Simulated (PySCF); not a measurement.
**Working out the ionisation energy of Cu⁺**

Cu⁺ [Ar] 3d10 (1S) → Cu²⁺ [Ar] 3d9 (2D). Computed with PySCF 2.14 in cc-pVDZ-DK (6s5p3d1f, 43 functions), with scalar relativity by spin-free X2C-1e. Frozen: [Ar]. Energies in hartree (1 hartree = 27.21139 eV):

```tsv
part	Cu⁺ (lower)	Cu²⁺ (upper)
UHF	-1652.906463	-1652.275202
MP2 opposite-spin	-0.256567	-0.179801
MP2 same-spin	-0.157155	-0.109994
```

Q: What does Hartree-Fock give?

A: (-1652.275202) − (-1652.906463) = 0.631261 hartree = 17.177 eV.

Q: What do MP2 and SCS-MP2 (6/5 opposite-spin, 1/3 same-spin) give?

A: The opposite-spin parts differ by 2.089 eV and the same-spin parts by 1.283 eV. MP2: 17.177 + (2.089) + (1.283) = 20.549 eV. SCS-MP2: 17.177 + 1.2 × (2.089) + (1.283)/3 = 20.111 eV.

Reference: 20.292 eV (measured; NIST Atomic Spectra Database, ionization energies), between the lowest levels; spin-orbit coupling is absent from the calculation.

A double-zeta basis recovers only part of the correlation energy.

What remains against the reference includes basis incompleteness, the frozen core and correlation beyond second order.
